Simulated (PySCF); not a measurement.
## C: excitation energy

C [He] 2s2 2p2 (3P) → C [He] 2s1 2p3 (5S), as a difference of total energies. All numbers are calculated (PySCF 2.14, the non-relativistic Hamiltonian (point nucleus), in dyall-av2z (11s7p2d, 42 functions)). Correlated levels: valence: 1s2 frozen; virtual orbitals above 40 to 60 times the deepest correlated orbital energy dropped. The calculations carry no spin-orbit coupling.

```tsv
method	excitation energy (cm⁻¹)	error (cm⁻¹)
UHF	20701	-13005
LDA	32767	-939
PBE	33175	-530
PBE0	32332	-1374
r2SCAN	28993	-4712
B97-3	35427	+1721
M06	33258	-447
B3LYP	37701	+3995
PBEsol	32007	-1699
MP2 (valence)	28690	-5015
SCS-MP2 (valence)	32600	-1106
```

Reference: 33706 cm⁻¹ (measured; NIST levels, between the centres of gravity of the two terms).

Errors of the correlated levels include the incompleteness of this basis and the frozen core.
